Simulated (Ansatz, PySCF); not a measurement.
C$_{4}$H$_{13}$AlGe (SMILES [CH3][Al]([CH3])[CH2][CH2][GeH3]), singlet, at a GFN2-xTB geometry (such geometries of metal compounds can be far from the true shape). Base run: PySCF with CASSCF(4,4)/STO-3G.

Here is a job for PySCF.
```python
from pyscf import gto, scf, mcscf
import numpy

mol = gto.M(
    atom='''
Ge    2.40991371    0.29019385    0.38794435
C     0.49340601    0.59710791    0.02644132
C    -0.28384400   -0.72889769   -0.04595362
Al   -2.24255543   -0.38685518   -0.35357439
C    -2.91067086    1.49206842   -0.31670049
C    -3.46085104   -1.92828729   -0.67669557
H     3.02259157   -0.57432444   -0.67095415
H     2.59878521   -0.44355725    1.68022164
H     3.24047343    1.53737067    0.46749927
H     0.38522777    1.14669691   -0.91200324
H     0.07487157    1.23626601    0.80815924
H     0.14980107   -1.35880082   -0.83680529
H    -0.11362540   -1.29401115    0.88286364
H    -3.97537844    1.52147110   -0.57496802
H    -2.81748428    1.96488863    0.66703021
H    -2.39824336    2.15626416   -1.02065427
H    -2.95120531   -2.89372557   -0.58471291
H    -3.90997522   -1.90370131   -1.67536372
H    -4.29809739   -1.94387108    0.02938554
''',
    basis='sto-3g',
    verbose=4,
)

mf = scf.RHF(mol)
mf.kernel()
mc = mcscf.CASSCF(mf, 4, 4)
mc.fix_spin_(ss=0.0)
mc.kernel()
occ = numpy.linalg.eigvalsh(mc.fcisolver.make_rdm1(mc.ci, mc.ncas, mc.nelecas))[::-1]
ss = mc.fcisolver.spin_square(mc.ci, mc.ncas, mc.nelecas)[0]
print('natural occupations', occ.round(4), ' <S^2>', round(ss, 4))
```

Programs used: Ansatz (an electronic-structure program), PySCF; a row that names a program was run with it.

Variants of this job, named by their change:

```csv
change,ΔE vs base (mEh),natural occupations,<S^2> of the state
base,0.000,1.98 1.97 0.03 0.02,0.00
orbitals = fixed (CASCI),22.823,2.00 2.00 0.01 0.00,0.00
fix_spin_ = off,0.000,1.98 1.97 0.03 0.02,0.00
"code = ansatz; correction = SC-NEVPT2, all electrons",-267.1,-,-
state_average = 2 states,15.529,-,-
"active space = 8 electrons, 8 orbitals",-33.095,1.98 1.98 1.98 1.97 0.02 0.02 0.02 0.02,0.00
code = ansatz,-5.059,-,-
"active space = 6 electrons, 6 orbitals",-13.103,1.98 1.98 1.97 0.03 0.02 0.02,0.00
start = MP2 natural orbitals,-5.083,1.98 1.97 0.02 0.02,0.00
"active space = 6 electrons, 5 orbitals",-0.585,2.00 1.98 1.97 0.03 0.02,0.00
orbitals = fixed (CASCI); correction = SC-NEVPT2,-265.6,2.00 2.00 0.01 0.00,0.00
```

Active orbitals are taken around the Fermi level unless the row says otherwise; CASSCF can end in different local minima, and two programs can end on different orbitals. State-averaged rows give the lowest state.

Ansatz warned in this series: other orbitals give a lower active-space energy.
